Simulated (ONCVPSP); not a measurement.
sulfur, ONCV: configuration errors across variants

- Element: S
- Generator: ONCVPSP 4.0.1
- Type: optimised norm-conserving Vanderbilt (ONCV)
- Functional: LDA (Perdew-Wang 92)
- Relativity: scalar-relativistic
- Frozen core: [Ne]
- Valence charge: 6
- Reference configuration: 3s2 3p3 (charge +1)
- Partial waves: 3s: rc 1.25 bohr, ncon 4, nbas 7, qcut 5.8 1/bohr, 2 projectors, debl 1.8 Ha; 3p: rc 1.50 bohr, ncon 3, nbas 6, qcut 6.4 1/bohr, 2 projectors, debl 1.8 Ha
- Local potential: polynomial inside 0.85 bohr (lpopt 5, dvloc0 -1 Ha)
- Core correction: Teter function, fcfact 3.75, rcfact 1.4

All-electron excitation energies from the reference (eV): (1) 3s2 3p4 -11.858; (2) 3s2 3p2 22.370; (3) 3s2 3p1 56.524; (4) 3s1 3p4 10.799.

2 further variants failed, have other tests or another functional or relativity, and are left out.

A true bound ghost makes a file unfit for plane-wave use even where its test errors are small: the radial tests pick states by their node count and pass the ghost by.

Errors AE − PS in meV (a dash: test not solved or not reliable):

```csv
change,(1),(2),(3),(4),bound ghosts,GHOST(+) flags above zero
base,+2.3,+4.0,+31,+0.1,s,none
"local potential polynomial inside 1.05 bohr (lpopt 5, dvloc0 2 Ha)",+2.3,+4.0,+31,+0.1,s,none
s: qcut 6.4,+2.3,+4.0,+31,+0.1,s,none
"local potential polynomial inside 0.85 bohr (lpopt 5, dvloc0 4.5 Ha)",+2.3,+4.0,+31,+0.1,s,none
```

Give the same row for: s: qcut 8.6; p: qcut 9.5.

+2.5, +4.3, +34, -0.7; bound ghosts: s; GHOST(+) flags above zero: none.
